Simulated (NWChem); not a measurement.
System meant: C₂H₇NOSi; SMILES OC/C=N/[SiH3]

Here is an NWChem input.

```
start job
memory heap 200 mb stack 900 mb global 1100 mb
geometry units angstroms noautoz
  O      0.481682     2.831706     0.084040
  C     -0.492215     1.841682    -0.084223
  C      0.092674     0.457689    -0.190427
  N     -0.520582    -0.579327     0.193405
  Si     0.084323    -2.217930     0.048742
  H      0.870245     2.725125     0.958398
  H     -1.272740     1.839209     0.699863
  H     -1.003766     2.057951    -1.039368
  H      1.108095     0.448792    -0.654070
  H      0.125468    -2.824103     1.411218
  H     -0.864904    -2.995429    -0.799395
  H      1.456749    -2.273207    -0.561333
end
basis spherical
  * library def2-svp
end
dft
  odft
  mult 2
  xc b3lyp
  iterations 150
  mulliken
end
task dft energy
```

End of the output:

```
                                 NWChem DFT Module
                                 -----------------

 Summary of "ao basis" -> "ao basis" (spherical)
 ------------------------------------------------------------------------------
       Tag                 Description            Shells   Functions and Types
 ---------------- ------------------------------  ------  ---------------------
 O                          def2-svp                 6       14   3s2p1d
 C                          def2-svp                 6       14   3s2p1d
 N                          def2-svp                 6       14   3s2p1d
 Si                         def2-svp                 8       18   4s3p1d
 H                          def2-svp                 3        5   2s1p

 Summary of "ao basis" -> "ao basis" (spherical)
 ------------------------------------------------------------------------------
       Tag                 Description            Shells   Functions and Types
 ---------------- ------------------------------  ------  ---------------------
 O                          def2-svp                 6       14   3s2p1d
 C                          def2-svp                 6       14   3s2p1d
 N                          def2-svp                 6       14   3s2p1d
 Si                         def2-svp                 8       18   4s3p1d
 H                          def2-svp                 3        5   2s1p

  number of electrons :                   48
  multiplicity        :                    2
 ------------------------------------------------------------------------
  no. of electrons and multiplicity not compatible                  48
 ------------------------------------------------------------------------
 ------------------------------------------------------------------------
  current input line :
    27: task dft energy
 ------------------------------------------------------------------------
 ------------------------------------------------------------------------
 There is an error in the input file
 ------------------------------------------------------------------------
 For more information see the NWChem manual at https://nwchemgit.github.io

0: no. of electrons and multiplicity not compatible:Received an Error in Communication
```

Problem. Can this run be used? If not, why, and what is the fix?

Solution. The program refused the input. Cause: the multiplicity doesn't fit the number of electrons (an even count wants an odd multiplicity, and the reverse). This input runs:
```
start job
memory heap 200 mb stack 900 mb global 1100 mb
geometry units angstroms noautoz
  O      0.481682     2.831706     0.084040
  C     -0.492215     1.841682    -0.084223
  C      0.092674     0.457689    -0.190427
  N     -0.520582    -0.579327     0.193405
  Si     0.084323    -2.217930     0.048742
  H      0.870245     2.725125     0.958398
  H     -1.272740     1.839209     0.699863
  H     -1.003766     2.057951    -1.039368
  H      1.108095     0.448792    -0.654070
  H      0.125468    -2.824103     1.411218
  H     -0.864904    -2.995429    -0.799395
  H      1.456749    -2.273207    -0.561333
end
basis spherical
  * library def2-svp
end
dft
  xc b3lyp
  iterations 150
  mulliken
end
task dft energy
```
It converges to -499.64072 Ha (B3LYP/def2-SVP).
